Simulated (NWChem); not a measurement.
Species: AlF2 cation; SMILES [F][Al+][F]

```xyz
3

Al     0.0000     0.0000     0.0000
F      0.0000     0.0000     1.6019
F      0.0000     0.0000    -1.6019
```
Atoms are numbered in this order, from 1.

Program: NWChem. Pople sets run with spherical d functions. Structure relaxed at the B3LYP/6-31G* (spherical d) level. B3LYP is NWChem's, with the RPA form of VWN correlation. Vertical excitations in the gas phase; the lowest state need not have the same character in each row.

```tsv
level	lowest excitation, singlet (eV)	oscillator strength of that lowest state	lowest state with f > 0.02, singlet (eV)	oscillator strength of that bright state	orbital gap (eV)
PBE/6-31+G*, TDA	6.22	0.000	6.52	0.059	6.12
B3LYP/6-31+G*, TDA	6.81	0.000	7.15	0.062	8.37
LRC-wPBEh/6-31+G*, TDA	___	0.000	___	___	___
Hartree-Fock/6-31+G*, CIS	9.52	0.000	9.85	0.090	17.67
```

Question: Some entries are withheld; supply them.

Answer: 
- LRC-wPBEh/6-31+G*, TDA, lowest excitation, singlet (eV): 7.23
- LRC-wPBEh/6-31+G*, TDA, lowest state with f > 0.02, singlet (eV): 7.56
- LRC-wPBEh/6-31+G*, TDA, oscillator strength of that bright state: 0.070
- LRC-wPBEh/6-31+G*, TDA, orbital gap (eV): 12.79
